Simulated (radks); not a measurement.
Ru+, 43 electrons, occupied as [Kr] 4d7.

Method: Dirac Kohn-Sham, PBEsol, spin-unpolarised, spherical densities, point nucleus; open shells fill j = l - 1/2 first; computed with a radial shooting solver on a logarithmic mesh with Libxc functionals.

Energy parts (eV):
total: -123239.458
kinetic: 128237.342
electron-nucleus: -297898.079
Hartree: 49990.069
exchange-correlation: -3568.790

Orbitals (lengths in bohr, moments of r in powers of bohr; <r^-3> diverges for s and p1/2):
orbital,occ.,eigenvalue (eV),<r^-3>,<r^4>
1s1/2,2,-21920.30,-,5.917e-06
2s1/2,2,-3157.281,-,0.001076
2p1/2,2,-2918.397,-,0.0007087
2p3/2,4,-2787.591,2800,0.0008024
3s1/2,2,-561.6920,-,0.05330
3p1/2,2,-469.0294,-,0.05411
3p3/2,4,-446.8317,482.0,0.05990
3d3/2,4,-282.6704,72.01,0.05861
3d5/2,6,-278.3443,68.32,0.06055
4s1/2,2,-83.5840,-,2.112
4p1/2,2,-56.0350,-,3.177
4p3/2,4,-52.6501,73.47,3.564
4d3/2,4,-12.6987,5.721,22.18
4d5/2,3,-12.3664,5.353,23.52

The highest occupied level is 4d5/2 at -12.366 eV. For comparison, the ionisation energy in NIST's Atomic Spectra Database is 16.8 eV (semi-empirical). In exact Kohn-Sham theory the highest level is minus the ionisation energy, but local and semilocal functionals leave it too shallow, through self-interaction and a potential that decays too fast; potentials with the right tail come closer. Summed over all electrons, <r^2> = 37.65 bohr^2, which gives a Langevin (diamagnetic) susceptibility term of -29.8 x 10^-6 cm^3/mol.

Beside tabulated values, note that spin-unpolarised runs miss the spin-polarisation part of the exchange energy of open shells.
